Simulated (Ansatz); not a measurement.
Gas-phase electronic energies from Ansatz, PBE0-D4/def2-TZVP geometries. CCSD(T)/CBS is the MP2 limit (def2-TZVPP, def2-QZVPP) plus CCSD(T) − MP2 in def2-TZVPP, frozen cores. This one scheme is used for every species. One conformer a species, not always the lowest.

Reaction (formal exchange of groups at the Si–O bond): `O[Si](O)(O)Cl` + `[SiH3]Cl` → `O[Si](O)(Cl)[SiH2]Cl` + H₂O

```csv
species,CCSD(T)/CBS(def2) energy (Eh)
`O[Si](O)(O)Cl`,-976.41087
`[SiH3]Cl`,-750.69636
`O[Si](O)(Cl)[SiH2]Cl`,-1650.68201
H₂O,-76.37941
```

Work out ΔE.

ΔE = (-1650.68201) + (-76.37941) − (-976.41087) − (-750.69636) = 0.04581 Eh = +1.25 eV.

Largest T1 diagnostic among the species: 0.011.

In def2-TZVPP, CCSD(T) changes the Hartree–Fock value by −0.29 eV (the triples alone add −0.04 eV) and MP2 by −0.25 eV. From PBE to PBE0 (25 % exact exchange), in def2-TZVPP and without D4, ΔE moves by +0.10 eV.
